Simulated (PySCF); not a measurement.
First SCF of a structure search on singlet TcO₃(OH), at a hand-made PBE0 minimum (heavy-atom frame) geometry. PySCF input:

```python
from pyscf import gto, scf, dft
mol = gto.M(atom='''
Tc    -0.032560    -0.015070    -0.000000
O     -0.000000    -1.675380     0.000000
O     -0.818440     0.551520    -1.351690
O     -0.818440     0.551520     1.351690
O      1.717230     0.570020    -0.000000
H      1.919660     1.516140     0.000000''',
    basis={'Tc': 'def2-SVP', 'O': 'def2-SVP', 'H': 'def2-SVP'},
    ecp={'Tc': 'def2-SVP'},
    charge=0, spin=0)
mf = dft.RKS(mol, xc='PBE0')
mf.grids.atom_grid = (50, 194)
aux = {'Tc': 'def2-universal-JKFIT', 'O': 'def2-universal-JKFIT', 'H': 'def2-universal-JKFIT'}
mf = mf.density_fit(auxbasis=aux)
mf.conv_tol = 1e-08
mf.diis_space = 10
mf.max_cycle = 60
mf.init_guess = 'minao'
mf.verbose = 4
mf.kernel()
```

Excerpt of the output (cycles and frontier levels):

```
init E= -373.366201951152
  HOMO = -0.67238757107302  LUMO = -0.41053343241027  gap/eV = 7.12541
cycle= 1 E= -381.100458887739  delta_E= -7.73  |g|= 1.93  |ddm|= 3.67
  HOMO = -0.199773027439019  LUMO = -0.142152902375246  gap/eV = 1.56792
cycle= 2 E= -375.878306123938  delta_E= 5.22  |g|= 5.07  |ddm|= 4.82
  HOMO = -0.285447838961872  LUMO = -0.0724687056799197  gap/eV = 5.79546
cycle= 3 E= -381.64619773851  delta_E= -5.77  |g|= 0.844  |ddm|= 4.24
  HOMO = -0.348516730249497  LUMO = -0.12601453209662  gap/eV = 6.05459
cycle= 4 E= -381.763192912904  delta_E= -0.117  |g|= 0.399  |ddm|= 0.799
  HOMO = -0.374570503751188  LUMO = -0.154593683451753  gap/eV = 5.98587
cycle= 5 E= -381.786905282464  delta_E= -0.0237  |g|= 0.197  |ddm|= 0.398
  HOMO = -0.362812927226415  LUMO = -0.135521839524003  gap/eV = 6.18491
cycle= 6 E= -381.790369769115  delta_E= -0.00346  |g|= 0.155  |ddm|= 0.214
  HOMO = -0.360812400710277  LUMO = -0.132058975057279  gap/eV = 6.22470
cycle= 7 E= -381.795171272486  delta_E= -0.0048  |g|= 0.00823  |ddm|= 0.104
  HOMO = -0.36158675096625  LUMO = -0.132566862045853  gap/eV = 6.23195
cycle= 8 E= -381.795187500505  delta_E= -1.62e-05  |g|= 0.00173  |ddm|= 0.00924
  HOMO = -0.361539151052869  LUMO = -0.132557405334199  gap/eV = 6.23091
cycle= 9 E= -381.795188107191  delta_E= -6.07e-07  |g|= 0.000395  |ddm|= 0.00157
  HOMO = -0.361510905543946  LUMO = -0.132550951017793  gap/eV = 6.23032
cycle= 10 E= -381.795188153268  delta_E= -4.61e-08  |g|= 0.000102  |ddm|= 0.000493
  HOMO = -0.36151175425917  LUMO = -0.13255230137255  gap/eV = 6.23030
cycle= 11 E= -381.795188156995  delta_E= -3.73e-09  |g|= 2.29e-05  |ddm|= 0.000155
  HOMO = -0.361514305131319  LUMO = -0.132551402345921  gap/eV = 6.23040
Extra cycle  E= -381.795188156385  delta_E= 6.1e-10  |g|= 6.43e-05  |ddm|= 5.89e-05
converged SCF energy = -381.795188156385
```

No lower solution of this spin was found by a stability analysis within the restricted form, which does not test spin polarisation.

Stability towards spin polarisation was not tested.

The search for the lowest solution, with the stability check, took 5.6 s on 2 threads of a shared Arm Neoverse V2 host, with 92 basis functions; the process peaked at 0.41 GiB.
